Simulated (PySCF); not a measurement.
C4H2BrCl, SMILES C#C/C=C(/Cl)Br.

Geometry: r2SCAN-D4/def2-SVP. The structure was generated by enumeration; whether it is a known compound was not checked.

Two levels are set side by side: PBE/def2-TZVP (PySCF) and M06-2X/def2-TZVP (PySCF). Same geometry, gas phase. Differences are taken from unrounded values.

```
quantity                       PBE
---------------------------  -----
orbital gap (eV)              3.54
highest occupied level (eV)  -5.99
lowest empty level (eV)      -2.45
dipole moment (D)             0.75
mean polarisability (bohr³)   84.6
```

Question: These are the PBE values. What does M06-2X give? (The exact figures need the calculation; the answer reports its results.)

Answer: 
| quantity | M06-2X | PBE minus M06-2X |
|---|---|---|
| orbital gap (eV) | 7.34 | -3.81 |
| highest occupied level (eV) | -8.14 | 2.16 |
| lowest empty level (eV) | -0.80 | -1.65 |
| dipole moment (D) | 0.97 | -0.22 |
| mean polarisability (bohr³) | 81.0 | 3.6 |

Without exact exchange PBE keeps part of each electron's self-repulsion, which lifts occupied levels and narrows the gap. PBE's more diffuse valence density responds more strongly to a field. Differences between two approximate levels are no errors against the true value.

Rough cost on one machine, each run with all the roots and properties that it gave: M06-2X against PBE about 3 times.
